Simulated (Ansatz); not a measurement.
Calculated with Ansatz (gas phase, PBE0-D4/def2-TZVP geometries, no zero-point term in ΔE). CCSD(T)/CBS is the MP2 limit (def2-TZVPP, def2-QZVPP) plus CCSD(T) − MP2 in def2-TZVPP, frozen cores. This one scheme is used for every species. DFT in def2-TZVPP. One conformer a species, not always the lowest.

`CN([SiH2]F)[SiH](O)O` + H₂ → `CN([SiH2]O)[SiH2]F` + H₂O  (hydrogenolysis of the Si–O bond)

Problem. Is it downhill or uphill in electronic energy at CCSD(T)/CBS, and by how much? (An estimate is asked.)

Solution. Computed: Uphill: ΔE = +92.4 kJ/mol.

Problem. What do these levels give: PBE-D4, PBE0-D4, SCS-MP2/def2-TZVPP, HF/def2-QZVPP, MP2/CBS(def2), CCSD/CBS(def2)? (Best estimate.)

Solution. Computed: PBE-D4 88.9, PBE0-D4 89.4, SCS-MP2/def2-TZVPP 93.6, HF/def2-QZVPP 87.0, MP2/CBS(def2) 96.7, CCSD/CBS(def2) 90.0 kJ/mol.

Largest T1 diagnostic among the species: 0.012.

The D4 term adds +8.0 kJ/mol with B3LYP and +4.3 kJ/mol with PBE0; it sums over pairs of atoms, weighted by their polarisabilities, and B3LYP, whose exchange is more repulsive, gets the larger term. In def2-TZVPP, CCSD(T) changes the Hartree–Fock value by +6.0 kJ/mol (the triples alone add +2.4 kJ/mol) and MP2 by +10.3 kJ/mol.

B3LYP here is the variant with VWN-RPA as its local correlation; programs differ in this.
